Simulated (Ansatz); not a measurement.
Basis-set extrapolation for C2H5ClOSi, SMILES `CC1(Cl)O[SiH2]1` (PBE0-D4/def2-TZVP geometry, frozen core, the Gaussian-basis code of Ansatz). Multiplicity 1, RHF reference.

|  | def2-TZVPP | def2-QZVPP |
| --- | --- | --- |
| HF | -902.003501 | -902.032814 |
| MP2 correlation | -0.885304 | -0.954616 |
| CCSD(T) correlation | -0.967925 | not run |

Energies in hartree. Use E(X) = E(∞) + A·exp(−7.88·√X) for Hartree–Fock and E(X) = E(∞) + B·X^(−2.97) for correlation, with X = 3 and 4, and add CCSD(T) minus MP2 of the smaller set to the MP2 limit.

Problem. What is the CCSD(T) energy at the basis-set limit?

Solution. HF limit: -902.032814 + (-0.029313) × 0.13774 = -902.03685. MP2 limit: -0.954616 + (-0.069312) × 0.74074 = -1.00596. Higher-order term: -0.967925 − (-0.885304) = -0.08262. Total: -903.12543 hartree, 96.6 kcal/mol below CCSD(T)/def2-TZVPP.
